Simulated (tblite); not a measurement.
C6H15Ga.
SMILES with atom numbers: `[CH3:1][CH2:2][CH:3]([CH2:4][CH3:5])[GaH:6][CH3:7]` (hydrogens: H8, H9, H10 on C1; H11, H12 on C2; H13 on C3; H14, H15 on C4; H16, H17, H18 on C5; H19 on Ga6; H20, H21, H22 on C7)

Computed with GFN2-xTB (tblite), gas phase: L-BFGS steps from a force-field or distance-geometry start until the largest atomic force falls under 0.01 eV/Å.

Step 0: E = -587.4089 eV
```
atom  x, y, z in Å  |  force x, y, z in eV/Å
C1     -1.6327   -1.8015    0.2879   -1.805  -1.093  -0.072
C2     -0.7099   -1.3054   -0.7945    0.472   0.373  -0.421
C3     -0.0478    0.0247   -0.4004   -2.607   0.244  -1.502
C4     -1.2268    0.9675   -0.2420   -0.847  -0.096  -0.648
C5     -0.8639    2.3632    0.1554   -0.146   1.880   0.188
Ga6     1.3729   -0.3306    0.7932    2.872  -1.855   0.314
C7      3.2869    0.0785    0.0117   -0.162   1.649   1.357
H8     -1.5691   -2.9071    0.3335   -0.122   0.566   0.161
H9     -1.4593   -1.3971    1.2876    0.349  -0.040  -0.123
H10    -2.7141   -1.5563    0.0211    1.238  -0.321   0.414
H11    -1.3438   -1.0616   -1.6775    0.713  -0.618   0.128
H12     0.0903   -2.0424   -1.0168   -0.538   0.238  -0.098
H13     0.5427    0.3350   -1.2802   -0.035   0.263   0.018
H14    -1.9876    0.5962    0.4707    0.559  -0.096  -0.290
H15    -1.7506    1.0144   -1.2279    0.199  -0.092   0.475
H16    -1.4293    2.6196    1.0789    0.612   0.162  -0.495
H17    -1.2187    3.0768   -0.6512    0.738  -0.515   1.023
H18     0.2340    2.5005    0.3433   -0.893  -0.069  -0.230
H19     1.6478   -1.9727    0.7697   -0.584  -0.128   0.745
H20     3.0651    1.1399   -0.2392    0.655  -0.091  -0.280
H21     4.1170    0.1120    0.7705   -0.579  -0.186  -0.809
H22     3.5866   -0.4342   -0.8952   -0.089  -0.175   0.146
```

Task: Estimate the geometry and energy of step 1. (The exact step hangs on the optimiser's Hessian estimate; all steps are aligned on step 0, rigid shifts and turns removed.)

Result: E = -587.8506 eV, largest force 2.050 eV/Å
```
atom  x, y, z in Å  |  force x, y, z in eV/Å
C1     -1.6585   -1.8171    0.2869   -0.215  -0.172  -0.032
C2     -0.7032   -1.3001   -0.8005   -0.425  -0.140   0.040
C3     -0.0850    0.0282   -0.4219   -0.589   0.046  -0.431
C4     -1.2389    0.9661   -0.2513   -0.534   0.802  -0.113
C5     -0.8660    2.3901    0.1581   -0.121   0.268   0.020
Ga6     1.4140   -0.3571    0.7977    1.513  -1.344  -0.327
C7      3.2846    0.1021    0.0311   -0.090   0.631   0.259
H8     -1.5709   -2.8990    0.3358   -0.145  -0.032   0.143
H9     -1.4543   -1.3977    1.2858    0.213  -0.176  -0.329
H10    -2.6964   -1.5609    0.0270    0.332  -0.173   0.177
H11    -1.3336   -1.0704   -1.6757    0.469  -0.600  -0.163
H12     0.0826   -2.0390   -1.0182   -0.284   0.125  -0.096
H13     0.5422    0.3387   -1.2799   -0.168   0.254   0.005
H14    -1.9797    0.5948    0.4665    0.303  -0.116  -0.129
H15    -1.7477    1.0131   -1.2212   -0.164   0.037   0.008
H16    -1.4206    2.6220    1.0718    0.333   0.308  -0.100
H17    -1.2082    3.0695   -0.6366    0.453   0.047   0.462
H18     0.2213    2.4995    0.3400   -0.543   0.012  -0.157
H19     1.6395   -1.9745    0.7804   -0.470  -0.258   0.693
H20     3.0744    1.1386   -0.2432    0.542   0.393  -0.300
H21     4.1087    0.1093    0.7590   -0.107  -0.066  -0.332
H22     3.5853   -0.4367   -0.8931   -0.302   0.153   0.701
```

The energy changes by -0.4418 eV. The first-order estimate −F·Δx gives -0.6489 eV and the mean of the old and new forces, exact on a quadratic surface, -0.4439 eV. The step makes an angle of 0° with the force vector and moves no atom by more than 0.049 Å.

What follows is the cost of the whole relaxation. On an Arm Neoverse N1 with one thread, no GPU, shared host with 64 logical CPUs at a one-minute load of 57, this took 2.8 s.
